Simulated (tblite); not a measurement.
C7H13NSi.
Structure used (GFN2-xTB), in Å, numbered top down from 1:
```
atom  x, y, z in Å
C1    -2.3057    2.4339    0.5040
C2    -1.9027    1.3135    0.3356
Si3   -1.2490   -0.4049    0.0880
C4    -2.6628   -1.6596    0.2550
C5     0.4388   -0.7146    0.9291
C6     1.1667   -0.4945   -0.4139
C7     1.8421    0.8705   -0.4534
N8     2.8521    0.9713    0.5888
C9    -0.0323   -0.5484   -1.3836
H10   -2.6603    3.4139    0.6505
H11   -3.1012   -1.6092    1.2460
H12   -2.3197   -2.6759    0.0896
H13   -3.4486   -1.4483   -0.4629
H14    0.5783   -1.7247    1.3092
H15    0.7744   -0.0240    1.6970
H16    1.9157   -1.2649   -0.6197
H17    2.2481    1.0417   -1.4672
H18    1.0892    1.6403   -0.2585
H19    3.5721    0.2705    0.4447
H20    3.2961    1.8827    0.5647
H21   -0.0212    0.2454   -2.1266
H22   -0.0805   -1.4955   -1.9178
```

Method: GFN2-xTB as coded in tblite; computed harmonic values from a numerical Hessian at the method's own geometry, unscaled. Errors from tens to a few hundred cm⁻¹ against measured bands are possible. One conformer, not necessarily the lowest.

Harmonic wavenumbers (cm⁻¹): 37.6, 86.6, 98.6, 108.4, 112.7, 144.3, 160.0, 244.9, 255.4, 272.9, 277.3, 351.2, 454.4, 506.5, 648.5, 672.9, 673.7, 677.5, 701.1, 728.2, 770.0, 824.2, 827.4, 853.6, 880.1, 914.4, 973.1, 1022.1, 1043.1, 1069.7, 1108.4, 1119.1, 1170.2, 1207.3, 1230.0, 1245.3, 1278.0, 1320.9, 1368.1, 1372.5, 1466.0, 1476.2, 1480.0, 1487.1, 1494.3, 1564.2, 2201.8, 2796.3, 2925.7, 2955.7, 2996.5, 3002.9, 3012.1, 3035.4, 3044.9, 3050.2, 3053.3, 3352.0, 3382.8, 3416.6.

A = 1935, B = 942.2, C = 748.3 MHz; mass 139.082 u (most abundant isotopes); point group C1, symmetry number 1.

Q: What is the zero-point energy?

A: Half the sum of the wavenumbers: 40002 cm⁻¹ = 478.53 kJ/mol.

Q: Entropy at 298.15 K, 1 bar (ideal gas, RRHO, classical rotation)?

A: Translation 170.40, rotation 124.87, vibration 156.46: S = 451.7 J/(mol K).

Q: And Cp and H(298.15 K) − H(0)?

A: Cp = 188.42 J/(mol K), of which vibrations give 155.16 (their classical limit is 60 R = 498.9); H(298.15 K) − H(0) = 34.13 kJ/mol without the zero-point energy, 24.21 from vibrations.

Q: How do the functions run with temperature in this model?

A: 
```json
{"T (K)": "50", "S (J/(mol K))": "252.8", "Cp (J/(mol K))": "63.1", "H − H(0) (kJ/mol)": "2.23", "G − H(0) (kJ/mol)": "-10.41", "ln q(vib)": "0.67"}
{"T (K)": "100", "S (J/(mol K))": "306.9", "Cp (J/(mol K))": "94.5", "H − H(0) (kJ/mol)": "6.22", "G − H(0) (kJ/mol)": "-24.47", "ln q(vib)": "2.29"}
{"T (K)": "373.15", "S (J/(mol K))": "497.9", "Cp (J/(mol K))": "224.0", "H − H(0) (kJ/mol)": "49.61", "G − H(0) (kJ/mol)": "-136.18", "ln q(vib)": "11.48"}
{"T (K)": "500", "S (J/(mol K))": "570.9", "Cp (J/(mol K))": "275.4", "H − H(0) (kJ/mol)": "81.42", "G − H(0) (kJ/mol)": "-204.04", "ln q(vib)": "15.50"}
{"T (K)": "750", "S (J/(mol K))": "697.2", "Cp (J/(mol K))": "347.0", "H − H(0) (kJ/mol)": "159.90", "G − H(0) (kJ/mol)": "-363.02", "ln q(vib)": "23.01"}
{"T (K)": "1000", "S (J/(mol K))": "804.0", "Cp (J/(mol K))": "394.8", "H − H(0) (kJ/mol)": "252.99", "G − H(0) (kJ/mol)": "-551.02", "ln q(vib)": "29.92"}
```

q(vib) and H(0) count from the zero-point level.

Q: Blend soft modes into free rotors: weight 1/[1 + (100 cm⁻¹/ν̃)⁴] for the oscillator and the rest for a rotor with moment μB/(μ + B), μ = h/(8π²ν), B = 10⁻⁴⁴ kg m². What vibrational entropy results?

A: 144.92 J/(mol K) in place of 156.46, which changes −T·S at 298.15 K by +3.44 kJ/mol.

Q: Which modes carry the vibrational entropy at 298.15 K?

A: 37.6 cm⁻¹: 22.52; 86.6 cm⁻¹: 15.63; 98.6 cm⁻¹: 14.57; 108.4 cm⁻¹: 13.80; 112.7 cm⁻¹: 13.48; 144.3 cm⁻¹: 11.49 J/(mol K); the other 54 give 64.98 together.

Q: What must be added to the electronic energy to get the Gibbs energy at 298.15 K and 1 bar?

A: ZPE + [H(298.15 K) − H(0)] − T·S = 478.53 + 34.13 − 134.69 = 377.97 kJ/mol.

Hindered rotation and anharmonicity are outside this model. Other conformers, if any are populated, would add a mixing term that is left out. The structure is chiral; the term R ln 2 for an equal mix with its mirror image is left out.
